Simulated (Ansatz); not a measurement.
WN2O2H4⁻, that is W(NH)2(OH)2 with one electron more. The state is a doublet with charge -1. Geometry PBE-D4/def2-SVP, that of the neutral singlet; atoms count from 1.

```xyz
9

W    -0.029    0.117    0.058
N     0.861   -1.187    0.857
H     1.286   -2.112    0.952
N    -0.493   -0.305   -1.596
H    -0.547   -0.884   -2.437
O     1.116    1.657   -0.056
H     1.904    1.716    0.513
O    -1.627    0.417    1.084
H    -2.471    0.582    0.626
```

In the def2 sets W takes a core potential; there is no spin–orbit coupling. The highest occupied level of the charge -1 doublet lies above zero (up to 1.80 eV). By energy differences it is unbound by 0.53 eV (vertical, to the charge 0 singlet, at PBE0-D4/def2-TZVPD) and held by the finite basis.

Q: Estimate the Mulliken populations from the PBE0/def2-TZVPD orbitals of Ansatz.

A: 
```tsv
atom	charge (e)	spin (α − β)	d electrons
W1	-0.63	2.05	3.36
N2	-0.50	0.08	–
H3	0.09	-0.02	–
N4	-0.50	0.08	–
H5	0.09	-0.02	–
O6	0.09	-0.77	–
H7	0.13	0.19	–
O8	0.09	-0.77	–
H9	0.13	0.19	–
```
Mulliken values and Mayer orders depend strongly on the basis. With diffuse functions, as here, like atoms can get unlike values, and bond orders can come out too low or too high.

Q: Where does the spin sit?

A: Summed by element: W 2.05, N 0.16, H 0.33, O -1.54, of 1 unpaired in all. Largest on single atoms: W1 2.05, O6 -0.77, O8 -0.77.

Q: And the Mayer bond orders between bonded heavy atoms (over 0.3)?

A: W1–N2 2.39 (1.77 Å); W1–N4 2.39 (1.77 Å). Values over 0.3 also appear between atoms too far apart for a bond (O6–O8 1.27 at 3.22 Å); they arise where an orbital or an unpaired electron spreads over both atoms.
